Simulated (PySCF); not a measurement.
sulfuric acid (H₂O₄S), singlet, at a GFN2-xTB geometry; MP2/6-31G* in PySCF.

Input for PySCF:
```python
from pyscf import gto, scf, mp

mol = gto.M(
    atom='''
O    -0.552709    1.352788    0.310942
S    -0.080419   -0.125691   -0.010742
O    -0.626769   -0.488526   -1.265587
O    -0.274419   -0.919997    1.145212
O     1.479218    0.095311   -0.187184
H    -0.791150    1.751239   -0.524392
H     1.875282   -0.056781    0.669204
''',
    basis='6-31g*',
    charge=0,
    spin=0,
    verbose=4,
)

mf = scf.RHF(mol)
mf.kernel()

pt = mp.MP2(mf, frozen=9)
pt.kernel()
print('E(MP2) = %.10f' % pt.e_tot)
```

Output, abridged:

```
PySCF version 2.14.0

[INPUT] verbose = 4
[INPUT] num. atoms = 7
[INPUT] num. electrons = 50
[INPUT] charge = 0
[INPUT] spin (= nelec alpha-beta = 2S) = 0
[INPUT] symmetry False subgroup None
[INPUT] Mole.unit = angstrom
[INPUT] Symbol           X                Y                Z      unit          X                Y                Z       unit  Magmom
[INPUT]  1 O     -0.552709000000   1.352788000000   0.310942000000 AA   -1.044468636582   2.556398824598   0.587595220625 Bohr   0.0
[INPUT]  2 S     -0.080419000000  -0.125691000000  -0.010742000000 AA   -0.151969885211  -0.237521566323  -0.020299438030 Bohr   0.0
[INPUT]  3 O     -0.626769000000  -0.488526000000  -1.265587000000 AA   -1.184421753368  -0.923180344729  -2.391612816810 Bohr   0.0
[INPUT]  4 O     -0.274419000000  -0.919997000000   1.145212000000 AA   -0.518576753377  -1.738542365421   2.164137034565 Bohr   0.0
[INPUT]  5 O      1.479218000000   0.095311000000  -0.187184000000 AA    2.795316898527   0.180111686658  -0.353726494901 Bohr   0.0
[INPUT]  6 H     -0.791150000000   1.751239000000  -0.524392000000 AA   -1.495056823450   3.309362088657  -0.990957261913 Bohr   0.0
[INPUT]  7 H      1.875282000000  -0.056781000000   0.669204000000 AA    3.543769386327  -0.107300539079   1.264612281463 Bohr   0.0

nuclear repulsion = 290.840585195472
number of shells = 36
number of NR pGTOs = 167
number of NR cGTOs = 78
basis = 6-31g*
ecp = {}

******** <class 'pyscf.scf.hf.RHF'> ********
method = RHF
initial guess = minao
damping factor = 0
level_shift factor = 0
DIIS = <class 'pyscf.scf.diis.CDIIS'>
diis_start_cycle = 1
diis_space = 8
diis_damp = 0
SCF conv_tol = 1e-09
SCF conv_tol_grad = None
SCF max_cycles = 50
direct_scf = True
direct_scf_tol = 1e-13
Set gradient conv threshold to 3.16228e-05
Initial guess from minao.
init E= -699.798938050563
  HOMO = -0.441925478713739  LUMO = 0.100576192396475  gap/eV = 14.76222
cycle= 1 E= -697.824817625584  delta_E= 1.97  |g|= 1.02  |ddm|= 3.01
  HOMO = -0.467065446574921  LUMO = 0.137199821947975  gap/eV = 16.44290
cycle= 2 E= -697.953502140223  delta_E= -0.129  |g|= 0.65  |ddm|= 1.24
  HOMO = -0.515546020202758  LUMO = 0.168394705444949  gap/eV = 18.61098
cycle= 3 E= -698.031638622286  delta_E= -0.0781  |g|= 0.0714  |ddm|= 0.52
  HOMO = -0.504567570275785  LUMO = 0.173788788915447  gap/eV = 18.45902
cycle= 4 E= -698.032782663812  delta_E= -0.00114  |g|= 0.024  |ddm|= 0.0764
  HOMO = -0.508889241020634  LUMO = 0.17511128195307  gap/eV = 18.61260
cycle= 5 E= -698.032922366979  delta_E= -0.00014  |g|= 0.00627  |ddm|= 0.0248
  HOMO = -0.508846650939209  LUMO = 0.174450800303107  gap/eV = 18.59347
cycle= 6 E= -698.032933776349  delta_E= -1.14e-05  |g|= 0.00127  |ddm|= 0.00699
  HOMO = -0.50863035603073  LUMO = 0.174497401479884  gap/eV = 18.58885
cycle= 7 E= -698.032934663242  delta_E= -8.87e-07  |g|= 0.000352  |ddm|= 0.00214
  HOMO = -0.508720500125037  LUMO = 0.174473783500716  gap/eV = 18.59066
cycle= 8 E= -698.032934722953  delta_E= -5.97e-08  |g|= 8.76e-05  |ddm|= 0.000563
  HOMO = -0.508709739413587  LUMO = 0.174476549254754  gap/eV = 18.59045
cycle= 9 E= -698.032934726971  delta_E= -4.02e-09  |g|= 1.29e-05  |ddm|= 0.00017
  HOMO = -0.508709492932902  LUMO = 0.174476224249826  gap/eV = 18.59043
cycle= 10 E= -698.032934727077  delta_E= -1.07e-10  |g|= 3.98e-06  |ddm|= 2.74e-05
  HOMO = -0.508709282899184  LUMO = 0.174476029271425  gap/eV = 18.59042
Extra cycle  E= -698.032934727087  delta_E= -9.55e-12  |g|= 1.92e-06  |ddm|= 6.31e-06
converged SCF energy = -698.032934727087

******** <class 'pyscf.mp.mp2.RMP2'> ********
nocc = 16, nmo = 69
frozen orbitals 9
E(RMP2) = -698.877881558946  E_corr = -0.844946831859629
E(SCS-RMP2) = -698.840556024098  E_corr = -0.807621297011656
E_corr(same-spin) = -0.238055655253729
E_corr(oppo-spin) = -0.6068911766059
E(MP2) = -698.8778815589
```
